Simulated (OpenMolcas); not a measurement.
# As IV: effect of the basis set

```yaml
Program: OpenMolcas 26.06
Method: CASSCF
Active_space: 2 electrons in 8 orbitals (4s 4p 5s 5p)
State_averaging: 2S+1 = 3 even, 3 roots; 2S+1 = 1 even, 7 roots; 2S+1 = 3 odd, 3 roots; 2S+1 = 1 odd, 3 roots
Spin-orbit_coupling: RASSI with atomic mean-field integrals over the reference wave functions, term energies averaged over their components
```

A. ANO-RCC-VTZP [6s5p3d1f], DKH2, point nucleus; cost roughly 17 core-seconds
B. ANO-RCC-VQZP [7s6p4d2f1g], DKH2, point nucleus; cost of the order of 13 core-seconds
C. ANO-R2 [6s5p4d3f1g], X2C, finite nucleus; cost of the order of 17 core-seconds
D. ANO-RCC [9s8p6d4f2g], DKH2, point nucleus; cost of the order of 50 core-seconds

Energies in cm⁻¹ above 4s² ¹S₀, the measured ground level; measured values from Moore, Atomic Energy Levels, vol. II, NSRDS-NBS 35 (1971 reprint of NBS Circular 467, 1952).

```tsv
Level	A	B	C	D	Measured
4s² ¹S₀	0.0	0.0	0.0	0.0	0.0
4s 4p ³P°₀	73510	73520	72928	73486	
4s 4p ³P°₁	74542	74532	73945	74514	76962
4s 4p ³P°₂	76730	76672	76102	76692	79492
4s 4p ¹P°₁	121029	120946	120084	120889	112022
```

Deviations, from unrounded energies. A percentage is the sum of absolute deviations over the sum of measured energies, with the sign that they share, or ± where signs differ.

```tsv
Against measurement	Levels	A	B	C	D
mean absolute deviation (cm-1)	3	4700	4700	4800	4700
other configurations (%)	3	±5.3	±5.3	±5.4	±5.3
```

A, B, C, D lie about equally close to measurement. The largest miss of D in the table is 4s 4p ¹P°₁, by +8900 cm-1. The ranking rests on the paired levels alone, and a cruder setting can come out closer through cancelling errors.

Among A to D the level of the table that moves most is 4s 4p ¹P°₁, by 940 cm-1 (lowest in C, highest in A).

Active for correlation alone: 5p 5s; no level in the range computed is led by a configuration that fills them, so any true level of that kind is missing. Computed and measured levels are paired by configuration, term and J; levels that our copy of the source lacks, or whose pairing is in doubt (as where it misses far off the trend of its configuration), stay unpaired and out of the deviations. Only configurations of the active space appear. Levels that lie high or do not pair safely by name in every column are left out.

° marks odd parity.
